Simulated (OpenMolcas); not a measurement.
**Os VI: effect of the basis set**

| Quantity | Value |
| --- | --- |
| Program | OpenMolcas |
| Method | SS-CASPT2, IPEA 0.25 Eh, imaginary shift 0.1 Eh (closed shells correlated: 5s 5p) |
| Active space | 3 electrons in 10 orbitals (5d 6d) |
| State averaging | 2S+1 = 4 even, 10 roots; 2S+1 = 2 even, 40 roots |
| Spin-orbit coupling | RASSI with atomic mean-field integrals over the reference wave functions, term energies averaged over their components |

A. ANO-R2 [8s6p5d3f1g], X2C, finite nucleus; CASPT2 step roughly 5 core-minutes
B. ANO-RCC-VTZP [8s7p5d3f2g1h], DKH2, point nucleus; CASPT2 step roughly 7 core-minutes
C. ANO-RCC-VQZP [9s8p6d4f3g2h], DKH2, point nucleus; CASPT2 step of the order of 5 core-minutes

Energies in cm-1 above 5d3 4F 3/2, the measured ground level; measured values from the list in Brasseur, Palmeri and Quinet, Atoms 13, 11 (2025).

```csv
Level,A,B,C,Measured
5d3 4F 3/2,0.0,0.0,0.0,0.0
5d3 4F 5/2,6510,6530,6330,6397
5d3 4F 7/2,11640,11670,11340,11444
5d3 4F 9/2 [56 %],14990,15030,14630,14678
5d3 4P 1/2 [66 %],16970,17180,16880,16772
5d3 2G 7/2,23340,23410,22860,22920
5d3 2H 9/2 [56 %],24610,24710,24090,24028
5d3 4P 5/2,25390,25640,25180,24828
5d3 2P 1/2 [66 %],29140,29340,28750,28860
5d3 2H 11/2,33080,33240,32500,32156
5d3 2D 5/2(1),35310,35440,34840,34418
5d3 2G 9/2 [57 %],37760,37890,37040,37019
5d3 2P 3/2 [55 %],40650,40840,40050,
5d3 2F 5/2,40880,41100,40520,39601
5d3 2F 7/2,41590,41810,41170,40447
5d3 2D 3/2(2),61970,62190,61520,
5d3 2D 5/2(2),62810,63040,62310,61005
```

Deviations, from unrounded energies. A percentage is the sum of absolute deviations over the sum of measured energies, with the sign that they share, or ± where signs differ.

```json
{"Against measurement": "mean absolute deviation (cm-1)", "Levels": "14", "A": "670", "B": "820", "C": "330"}
{"Against measurement": "fine structure of the ground term (%)", "Levels": "3", "A": "+1.9", "B": "+2.2", "C": "-0.6"}
{"Against measurement": "other terms of the ground configuration (%)", "Levels": "11", "A": "+2.4", "B": "+3.0", "C": "±1.2"}
```

C lies closest to measurement on these levels and B furthest from it. The largest miss of C in the table is 5d3 2D 5/2(2), by +1300 cm-1. The ranking rests on the paired levels alone, and a cruder setting can come out closer through cancelling errors.

Among A to C the level of the table that moves most is 5d3 2G 9/2 [57 %], by 850 cm-1 (lowest in C, highest in B). Moves below CASPT2's spread within the term are not significant.

Term energies are means over components that CASPT2 splits; among the terms shown or strongly mixed into the levels shown the widest spread is 450 cm-1 (5d3 4F, A). Active for correlation alone: 6d; no level in the range computed is led by a configuration that fills it, so any true level of that kind is missing. Computed and measured levels are paired by configuration, term and J; levels that our copy of the source lacks, or whose pairing is in doubt (as where it misses far off the trend of its configuration), stay unpaired and out of the deviations. Levels of configurations outside the active space are missing. The table leaves out levels that lie high or whose names do not pair safely across all columns.

A share in square brackets marks a mixed level and gives the weight of the term that names it, the lowest over the columns. A number in round brackets counts repeated terms of one configuration in the order of the reference energies.
